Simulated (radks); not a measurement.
Question: The holmium ion Ho2+, 65 electrons, occupied as [Xe] 4f11. Method: scalar-relativistic Kohn-Sham, B86b exchange with PBE correlation, spin-polarised, spherical densities, finite nucleus; open shells are filled with parallel spins first (spin-orbit coupling, left out, can overturn this in heavy ions); Fermi nuclear charge, rms radius 5.2022 fm; computed with a radial shooting solver on a logarithmic mesh with Libxc functionals. Some entries of the table are withheld. Estimate them.

orbital,occ.,eigenvalue (eV),<r^2> (bohr^2),r(max) (bohr)
1s up,1,-55506.78,0.0005882,0.01312
1s down,1,-55506.78,0.0005882,0.01312
2s up,1,-9296.322,0.009169,0.07461
2s down,1,-9296.296,0.009169,0.07461
2p up,3,-8238.101,0.007440,0.06060
2p down,3,-8238.082,0.007440,0.06060
3s up,1,-2087.686,0.06039,0.2112
3s down,1,-2086.474,0.06034,0.2112
3p up,3,-1764.202,0.06072,0.2077
3p down,3,-1762.992,0.06067,0.2077
3d up,5,-1353.434,0.05074,0.1696
3d down,5,-1352.512,0.05068,0.1696
4s up,1,-424.7609,0.3039,0.4838
4s down,1,-422.1202,0.3040,0.4838
4p up,3,-318.3003,0.3443,0.5055
4p down,3,-315.6944,0.3445,0.5054
4d up,5,-174.4339,0.4130,(1)
4d down,5,-171.8678,0.4138,(2)
5s up,1,-65.2504,1.822,1.133
5s down,1,-63.9735,1.847,1.138
5p up,3,-40.5210,(3),1.295
5p down,3,-39.6061,(4),1.305
4f up,7,-18.2874,0.9344,0.5234
4f down,4,-16.0575,1.016,0.5248

Answer: 
(1) 4d up r(max) (bohr): 0.5229
(2) 4d down r(max) (bohr): 0.5229
(3) 5p up <r^2> (bohr^2): 2.569
(4) 5p down <r^2> (bohr^2): 2.620
